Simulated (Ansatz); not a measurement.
S-phenyldibenzothiophenium benzoate (C25H18O2S). The state is a singlet with charge 0. Geometry r2SCAN-D4/def2-SVP.

| atom | x (Å) | y (Å) | z (Å) |
| --- | --- | --- | --- |
| O1 | 0.634 | -1.141 | 1.889 |
| C2 | -0.424 | -1.603 | 1.428 |
| O3 | -1.081 | -1.157 | 0.422 |
| C4 | -1.032 | -2.823 | 2.097 |
| C5 | -0.417 | -3.366 | 3.234 |
| C6 | -0.960 | -4.488 | 3.863 |
| C7 | -2.124 | -5.079 | 3.358 |
| C8 | -2.742 | -4.543 | 2.222 |
| C9 | -2.199 | -3.418 | 1.596 |
| H10 | 0.492 | -2.881 | 3.601 |
| H11 | -0.477 | -4.907 | 4.752 |
| H12 | -2.550 | -5.960 | 3.849 |
| H13 | -3.651 | -5.006 | 1.825 |
| H14 | -2.660 | -2.976 | 0.710 |
| C15 | -0.523 | 3.813 | -4.385 |
| C16 | -1.650 | 3.004 | -4.231 |
| C17 | -1.675 | 2.025 | -3.231 |
| C18 | -0.566 | 1.872 | -2.394 |
| S19 | -0.737 | 0.558 | -1.114 |
| C20 | -0.314 | 1.526 | 0.326 |
| C21 | -1.181 | 2.378 | 0.995 |
| C22 | -0.684 | 3.041 | 2.122 |
| C23 | 0.637 | 2.834 | 2.544 |
| C24 | 1.485 | 1.963 | 1.859 |
| C25 | 1.011 | 1.285 | 0.730 |
| C26 | 1.705 | 0.332 | -0.132 |
| C27 | 3.017 | -0.148 | -0.041 |
| C28 | 3.478 | -1.071 | -0.981 |
| C29 | 2.649 | -1.529 | -2.015 |
| C30 | 1.335 | -1.064 | -2.129 |
| C31 | 0.904 | -0.138 | -1.188 |
| C32 | 0.569 | 2.677 | -2.541 |
| C33 | 0.584 | 3.648 | -3.542 |
| H34 | -0.503 | 4.577 | -5.168 |
| H35 | -2.515 | 3.130 | -4.889 |
| H36 | -2.551 | 1.381 | -3.101 |
| H37 | -2.211 | 2.521 | 0.660 |
| H38 | -1.336 | 3.719 | 2.680 |
| H39 | 1.005 | 3.354 | 3.432 |
| H40 | 2.503 | 1.787 | 2.214 |
| H41 | 3.662 | 0.180 | 0.777 |
| H42 | 4.499 | -1.454 | -0.901 |
| H43 | 3.025 | -2.262 | -2.734 |
| H44 | 0.672 | -1.421 | -2.921 |
| H45 | 1.430 | 2.546 | -1.880 |
| H46 | 1.466 | 4.283 | -3.667 |

Single mean-field runs in def2-SVP, def2-TZVP are fitted with def2-universal-jkfit. The restricted singlet is unstable towards broken spin symmetry in Hartree–Fock (as tested in another run); at HF/6-31G this wasn't settled. In the singlet geometry the species has come apart into loosely held pieces.

(1) Estimate the orbital energies around the gap (eV) in Ansatz with HF/6-31G, r2SCAN-D4/def2-TZVP, PBE0-D4/def2-SVP, PBE0-D4/def2-TZVP, BHLYP-D4/def2-TZVP.

## Answers

(1) 
```json
{"orbital": "HOMO−5", "HF/6-31G": "-9.50", "r2SCAN-D4/def2-TZVP": "-6.09", "PBE0-D4/def2-SVP": "-6.85", "PBE0-D4/def2-TZVP": "-6.84", "BHLYP-D4/def2-TZVP": "-7.75"}
{"orbital": "HOMO−4", "HF/6-31G": "-9.13", "r2SCAN-D4/def2-TZVP": "-5.76", "PBE0-D4/def2-SVP": "-6.44", "PBE0-D4/def2-TZVP": "-6.62", "BHLYP-D4/def2-TZVP": "-7.74"}
{"orbital": "HOMO−3", "HF/6-31G": "-9.05", "r2SCAN-D4/def2-TZVP": "-5.57", "PBE0-D4/def2-SVP": "-6.25", "PBE0-D4/def2-TZVP": "-6.40", "BHLYP-D4/def2-TZVP": "-7.50"}
{"orbital": "HOMO−2", "HF/6-31G": "-8.41", "r2SCAN-D4/def2-TZVP": "-5.47", "PBE0-D4/def2-SVP": "-6.16", "PBE0-D4/def2-TZVP": "-6.37", "BHLYP-D4/def2-TZVP": "-7.38"}
{"orbital": "HOMO−1", "HF/6-31G": "-8.08", "r2SCAN-D4/def2-TZVP": "-5.30", "PBE0-D4/def2-SVP": "-6.15", "PBE0-D4/def2-TZVP": "-6.29", "BHLYP-D4/def2-TZVP": "-7.16"}
{"orbital": "HOMO", "HF/6-31G": "-7.95", "r2SCAN-D4/def2-TZVP": "-4.76", "PBE0-D4/def2-SVP": "-5.70", "PBE0-D4/def2-TZVP": "-5.95", "BHLYP-D4/def2-TZVP": "-7.03"}
{"orbital": "LUMO", "HF/6-31G": "2.10", "r2SCAN-D4/def2-TZVP": "-2.38", "PBE0-D4/def2-SVP": "-1.58", "PBE0-D4/def2-TZVP": "-1.67", "BHLYP-D4/def2-TZVP": "-0.68"}
{"orbital": "LUMO+1", "HF/6-31G": "2.39", "r2SCAN-D4/def2-TZVP": "-2.24", "PBE0-D4/def2-SVP": "-1.52", "PBE0-D4/def2-TZVP": "-1.58", "BHLYP-D4/def2-TZVP": "-0.61"}
{"orbital": "LUMO+2", "HF/6-31G": "2.83", "r2SCAN-D4/def2-TZVP": "-1.92", "PBE0-D4/def2-SVP": "-1.10", "PBE0-D4/def2-TZVP": "-1.23", "BHLYP-D4/def2-TZVP": "-0.22"}
{"orbital": "LUMO+3", "HF/6-31G": "2.89", "r2SCAN-D4/def2-TZVP": "-1.83", "PBE0-D4/def2-SVP": "-1.04", "PBE0-D4/def2-TZVP": "-1.13", "BHLYP-D4/def2-TZVP": "-0.11"}
{"orbital": "LUMO+4", "HF/6-31G": "3.65", "r2SCAN-D4/def2-TZVP": "-1.23", "PBE0-D4/def2-SVP": "-0.41", "PBE0-D4/def2-TZVP": "-0.48", "BHLYP-D4/def2-TZVP": "0.61"}
{"orbital": "LUMO+5", "HF/6-31G": "4.22", "r2SCAN-D4/def2-TZVP": "-0.76", "PBE0-D4/def2-SVP": "0.25", "PBE0-D4/def2-TZVP": "0.00", "BHLYP-D4/def2-TZVP": "1.07"}
```
